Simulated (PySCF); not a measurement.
# Cost of response and excited-state runs on `C1[C]([Ge@H]([CH3])[C](N)=O)=C1`, C5H9GeNO

Geometry (Å), atoms numbered from 1 in this order:
```xyz
17

C    -1.0066   -2.3953   -0.0041
Ge   -0.5808   -0.5569    0.5610
C    -1.7882    0.8011   -0.3129
N    -1.3204    2.0614   -0.3215
O    -2.8602    0.4894   -0.7793
C     1.2390   -0.0551    0.1611
C     2.4329   -0.2816   -0.3155
C     2.2174    1.1090    0.1686
H    -0.7786   -2.5223   -1.0595
H    -2.0674   -2.5846    0.1383
H    -0.4390   -3.1270    0.5648
H    -0.6942   -0.4072    2.0693
H    -0.4129    2.2753    0.0560
H    -1.8672    2.8008   -0.7390
H     3.1490   -0.9363   -0.7478
H     2.6624    1.4286    1.1052
H     2.1078    1.9126   -0.5547
```

PySCF with density fitting, on 1 thread of an Arm Neoverse V1, shared host. Command: `OMP_NUM_THREADS=1 python excited_run.py task.json out`

**Question.** How long does each of these runs take, and how much memory?
- first hyperpolarisability, CAM-B3LYP/def2-SVPD; wavelengths [1550, 1064, 694.3] nm; writes grids
- excited states, CAM-B3LYP/def2-SVP; Tamm-Dancoff; spin-orbit couplings; 6 states; 5 triplets; quadratic response for 4 states; writes grids

**Answer.** 
```csv
run,level,basis functions,wall time,peak memory (GiB)
first hyperpolarisability,CAM-B3LYP/def2-SVPD,253,86 s,1.4
excited states,CAM-B3LYP/def2-SVP,175,48 s,0.87
```
Times from a shared host are rough.
